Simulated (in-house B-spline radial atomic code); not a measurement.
**Mg5+: [He] 2s2 2p2 3d1 (an excited or competing configuration)**

Computed with a B-spline radial code for spherical atoms: non-relativistic TPSSh, spin-polarised, spherical fractional occupations, exact exchange averaged over the configuration, point nucleus.

Screening seen three ways: the hydrogenic charge with the same mean radius, Z_r = [3n² - l(l+1)]/(2<r>), the one with the same energy, Z_e = n√(-2ε), and Slater's rules. Values are occupation-weighted means over spin.

```tsv
shell	electrons	ε (eV)	<r> (bohr)	Z_r	Z_e	Slater
1s	2	-1447.3	0.1302	11.52	10.31	11.70
2s	2	-213.47	0.6123	9.80	7.92	9.25
2p	2	-189.74	0.5495	9.10	7.47	9.25
3d	1	-52.438	1.581	6.64	5.89	6.00
```

The least bound orbital is 3d up at -52.44 eV, and it is also the most diffuse (<r> = 1.581 bohr).
